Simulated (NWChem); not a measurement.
System: GeH$_{2}$S, singlet; SMILES [GeH][SH]

NWChem input:

```
start job
memory heap 200 mb stack 900 mb global 1100 mb
geometry units angstroms noautosym nocenter noautoz
  Ge     0.014492     0.783323     0.001785
  H     -1.591868     0.798152     0.002106
  S     -0.040967    -1.465694     0.002577
  H      1.297002    -1.664965     0.002440
end
basis spherical
  * library 6-311g**
end
dft
  xc b3lyp
  iterations 150
end
property
  shielding
end
task dft property
```

Output (shortened):

```
             Northwest Computational Chemistry Package (NWChem) 7.3.0
             --------------------------------------------------------

                             Geometry "geometry" -> ""
                             -------------------------

 Output coordinates in angstroms (scale by  1.889725989 to convert to a.u.)

  No.       Tag          Charge          X              Y              Z
 ---- ---------------- ---------- -------------- -------------- --------------
    1 Ge                  32.0000     0.01449200     0.78332300     0.00178500
    2 H                    1.0000    -1.59186800     0.79815200     0.00210600
    3 S                   16.0000    -0.04096700    -1.46569400     0.00257700
    4 H                    1.0000     1.29700200    -1.66496500     0.00244000

 Effective nuclear repulsion energy (a.u.)     146.5851431724

                              NWChem Property Module
                              ----------------------

  itol2e modified to match energy
  convergence criterion.

                                 NWChem DFT Module
                                 -----------------

 Summary of "ao basis" -> "ao basis" (spherical)
 ------------------------------------------------------------------------------
       Tag                 Description            Shells   Functions and Types
 ---------------- ------------------------------  ------  ---------------------
 Ge                         6-311g**                18       44   8s7p3d
 H                          6-311g**                 4        6   3s1p
 S                          6-311g**                12       26   6s5p1d

  itol2e modified to match energy
  convergence criterion.

            General Information
            -------------------
          SCF calculation type: DFT
          Wavefunction type:  closed shell.
          No. of atoms     :     4
          No. of electrons :    50
           Alpha electrons :    25
            Beta electrons :    25
          Charge           :     0
          Spin multiplicity:     1
          Use of symmetry is: off; symmetry adaption is: off
          Maximum number of iterations: 150
          AO basis - number of functions:    82
                     number of shells:    38
          Convergence on energy requested:  1.00D-07
          Convergence on density requested:  1.00D-05
          Convergence on gradient requested:  5.00D-04

              XC Information
              --------------
                         B3LYP Method XC Potential
                     Hartree-Fock (Exact) Exchange  0.200
                        Slater Exchange Functional  0.800 local
                    Becke 1988 Exchange Functional  0.720 non-local
              Lee-Yang-Parr Correlation Functional  0.810
                  VWN I RPA Correlation Functional  0.190 local

             Grid Information
             ----------------
          Grid used for XC integration:  fine
          Radial quadrature: Mura-Knowles
          Angular quadrature: Lebedev.
          Tag              B.-S. Rad. Rad. Pts. Rad. Cut. Ang. Pts.
          ---              ---------- --------- --------- ---------
          Ge                  1.25      140          10.0       974
          H                   0.35       60          11.0       590
          S                   1.00      123          10.0       770
          Grid pruning is: on
          Number of quadrature shells:   383
          Spatial weights used:  Erf1

      Superposition of Atomic Density Guess
      -------------------------------------

 Sum of atomic energies:       -2473.74238212

      Non-variational initial energy
      ------------------------------

 Total energy =   -2473.983111
 1-e energy   =   -3737.557486
 2-e energy   =    1116.989233
 HOMO         =      -0.241567
 LUMO         =      -0.064342

   convergence    iter        energy       DeltaE   RMS-Dens  Diis-err
 ---------------- ----- ----------------- --------- --------- ---------
 d= 0,ls=0.0,diis     1  -2476.3938027894 -2.62D+03  1.09D-02  3.59D+00
 d= 0,ls=0.0,diis     2  -2476.3957911998 -1.99D-03  1.21D-02  2.34D-01
 d= 0,ls=0.0,diis     3  -2476.3674156678  2.84D-02  6.93D-03  4.22D-01
 d= 0,ls=0.0,diis     4  -2476.4391900835 -7.18D-02  6.19D-04  9.37D-03
 d= 0,ls=0.0,diis     5  -2476.4397064035 -5.16D-04  2.17D-04  4.53D-04
  Resetting Diis
 d= 0,ls=0.0,diis     6  -2476.4397290965 -2.27D-05  6.61D-05  4.70D-05
 d= 0,ls=0.0,diis     7  -2476.4397329442 -3.85D-06  2.16D-05  1.29D-06
 d= 0,ls=0.0,diis     8  -2476.4397329646 -2.04D-08  1.07D-05  1.44D-06
 d= 0,ls=0.0,diis     9  -2476.4397331418 -1.77D-07  2.01D-06  3.43D-08
 d= 0,ls=0.0,diis    10  -2476.4397331456 -3.79D-09  8.32D-07  4.15D-09

         Total DFT energy =    -2476.439733145573
      One electron energy =    -3738.105790946446
           Coulomb energy =     1220.583747777731
    Exchange-Corr. energy =     -105.502833149291
 Nuclear repulsion energy =      146.585143172433

 Numeric. integr. density =       49.999999919125

                       DFT Final Molecular Orbital Analysis
                       ------------------------------------

 Vector   23  Occ=2.000000D+00  E=-3.257389D-01
              MO Center= -4.4D-01, -2.6D-01,  2.2D-03, r^2= 3.1D+00
   Bfn.  Coefficient  Atom+Function         Bfn.  Coefficient  Atom+Function
  ----- ------------  ---------------      ----- ------------  ---------------
    67      0.376369  3 S  py                46     -0.198677  2 H  s
    64      0.188818  3 S  py                47     -0.172772  2 H  s
    24      0.164175  1 Ge px                25     -0.157823  1 Ge py
    70      0.140728  3 S  py                21      0.138345  1 Ge px
    22     -0.132232  1 Ge py                61     -0.132577  3 S  py

[...]

          -----------------------------------------
          Chemical Shielding Tensors (GIAO, in ppm)
          -----------------------------------------

                                NWChem CPHF Module
                                ------------------

  scftype          =     RHF
  nclosed          =       25
  nopen            =        0
  variables        =     1425
  # of vectors     =        3
  tolerance        = 0.10D-03
  level shift      = 0.00D+00
  max iterations   =       50
  max subspace     =       30

 SCF residual:    3.6441691522917893E-005

Iterative solution of linear equations
  No. of variables     1425
  No. of equations        3
  Maximum subspace       30
        Iterations       50
       Convergence  1.0D-04

   iter   nsub   residual    time
   ----  ------  --------  ---------
     1      3    8.76D-01      19.3
     2      6    2.90D-02      22.5
     3      9    1.97D-03      25.9
     4     12    1.08D-04      29.4
     5     15    4.09D-06      32.6

      Atom:    1  Ge
        Diamagnetic
   2751.6245     -0.3711      0.0000
     -0.3711   2759.0182     -0.0027
      0.0000     -0.0027   2751.0088

        Paramagnetic
  -3197.0141    910.3979      0.0648
    910.3979  -3278.9203      0.5415
      0.0648      0.5415  -1223.9741

        Total Shielding Tensor
   -445.3896    910.0268      0.0649
    910.0268   -519.9021      0.5388
      0.0649      0.5388   1527.0347

           isotropic =     187.2476
          anisotropy =    2009.6809

          Principal Components and Axis System
                 1           2           3
             1527.0349  -1393.4350    428.1431

      1         0.0002     -0.6925      0.7214
      2         0.0003      0.7214      0.6925
      3         1.0000     -0.0001     -0.0004

      Atom:    2  H
        Diamagnetic
     40.6434     -2.6174     -0.0032
     -2.6174     23.3133     -0.0006
     -0.0032     -0.0006     20.1929

        Paramagnetic
    -15.0588      3.9997      0.0018
      3.9997     -5.6009      0.0014
      0.0018      0.0014      0.9493

        Total Shielding Tensor
     25.5846      1.3823     -0.0014
      1.3823     17.7124      0.0009
     -0.0014      0.0009     21.1422

           isotropic =      21.4797
          anisotropy =       6.5109

          Principal Components and Axis System
                 1           2           3
               25.8203     21.1422     17.4767

      1         0.9858      0.0002     -0.1681
      2         0.1681      0.0003      0.9858
      3        -0.0003      1.0000     -0.0003

      Atom:    3  S
        Diamagnetic
   1055.4316     -1.0108     -0.0003
     -1.0108   1061.4905     -0.0033
     -0.0003     -0.0033   1051.5905

        Paramagnetic
  -1735.5635    160.6444      0.1787
    160.6444   -604.5184      0.0149
      0.1787      0.0149   -458.2766

        Total Shielding Tensor
   -680.1319    159.6336      0.1784
    159.6336    456.9720      0.0117
      0.1784      0.0117    593.3139

           isotropic =     123.3847
          anisotropy =   -1238.2528

          Principal Components and Axis System
                 1           2           3
             -702.1172    593.3139    478.9573

      1         0.9906      0.0002      0.1364
      2        -0.1364      0.0003      0.9906
      3        -0.0001      1.0000     -0.0003

      Atom:    4  H
        Diamagnetic
     41.8303     -5.8975     -0.0012
     -5.8975     27.0281     -0.0012
     -0.0012     -0.0012     20.7991

        Paramagnetic
    -16.6219      3.6507      0.0021
      3.6507     -0.5036      0.0008
      0.0021      0.0008      3.4004

        Total Shielding Tensor
     25.2084     -2.2468      0.0009
     -2.2468     26.5245     -0.0004
      0.0009     -0.0004     24.1996

           isotropic =      25.3108
          anisotropy =       4.3452

          Principal Components and Axis System
                 1           2           3
               28.2076     24.1996     23.5252

      1        -0.5996      0.0004      0.8003
      2         0.8003      0.0006      0.5996
      3        -0.0002      1.0000     -0.0007
```

Level: B3LYP/6-311G** (spherical d), GIAO. Low-valent species are run as closed-shell singlets; no triplet was tried in these runs. Coordinates come from a B3LYP/6-31G* (spherical d) optimisation. B3LYP is NWChem's, with the RPA form of VWN correlation. The printed shielding anisotropy is the first printed principal value minus the mean of the other two.
